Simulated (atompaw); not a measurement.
## How hard is this silver PAW (atompaw) potential?

```
Element                 : silver (Ag)
Generator               : atompaw 4.2.0.5
Type                    : PAW
Functional              : PBE
Relativity              : scalar-relativistic
Frozen core             : [Ar] 3d10 4s2
Valence charge          : 17
Reference configuration : 4p6 4d9 5s0 5p0 (charge +2)
Partial waves           : 5s (bound, empty): rc 2.35 bohr; 5s channel at -0.1 Ry: rc 2.35 bohr; 4p (bound): rc 1.75 bohr; 5p (bound, empty): rc 2.35 bohr; 4d (bound): rc 2.00 bohr; 4d channel at -1.05 Ry: rc 2.00 bohr
Local potential         : bessel scheme, radius 2.20 bohr
Core correction         : smooth core density matched at 2.20 bohr
Augmentation charge     : sinc compensation charge, radius 1.90 bohr; PAW radius 2.35 bohr; waves and projectors: custom rrkj gramschmidtortho
```

The pseudo-atom Hamiltonian at the reference potential is diagonalised in spherical Bessel functions j_l(qr) that vanish at 20 bohr, with q² up to the cutoff. All-electron valence levels (Ry): 5s -1.5282, 4p -5.9517, 5p -1.0544, 4d -2.1235.

Task: How do the lowest levels (Ry) of each channel move with the cutoff, and are there ghosts?

Result:

| cutoff (Ry) | s #1 | s #2 | p #1 | p #2 | d #1 | f #1 | Σ f·Δε (mRy) |
| --- | --- | --- | --- | --- | --- | --- | --- |
| 8 | -1.5280 | -0.5514 | -2.7578 | -1.0518 | -1.6919 | -0.2803 | 23047.4 |
| 10 | -1.5280 | -0.5514 | -4.4130 | -1.0541 | -1.8772 | -0.2804 | 11449.2 |
| 15 | -1.5282 | -0.5515 | -5.7705 | -1.0543 | -2.0606 | -0.2804 | 1652.2 |
| 18 | -1.5282 | -0.5515 | -5.8850 | -1.0544 | -2.1059 | -0.2804 | 557.7 |
| 25 | -1.5282 | -0.5515 | -5.9492 | -1.0544 | -2.1217 | -0.2804 | 30.8 |
| 30 | -1.5282 | -0.5515 | -5.9507 | -1.0544 | -2.1229 | -0.2804 | 11.6 |
| 35 | -1.5282 | -0.5515 | -5.9508 | -1.0544 | -2.1230 | -0.2804 | 9.6 |
| 45 | -1.5282 | -0.5515 | -5.9515 | -1.0544 | -2.1234 | -0.2804 | 1.7 |
| 50 | -1.5282 | -0.5515 | -5.9516 | -1.0544 | -2.1234 | -0.2804 | 1.1 |
| 60 | -1.5282 | -0.5515 | -5.9516 | -1.0544 | -2.1234 | -0.2804 | 0.8 |
| 70 | -1.5282 | -0.5515 | -5.9516 | -1.0544 | -2.1235 | -0.2804 | 0.3 |
| 400 | -1.5282 | -0.5515 | -5.9517 | -1.0544 | -2.1235 | -0.2804 | 0.0 |

Result: no extra level below or beside the all-electron valence levels (s, p, d, f tested); 10 mRy is reached at 35 Ry and 1 mRy at 55 Ry.
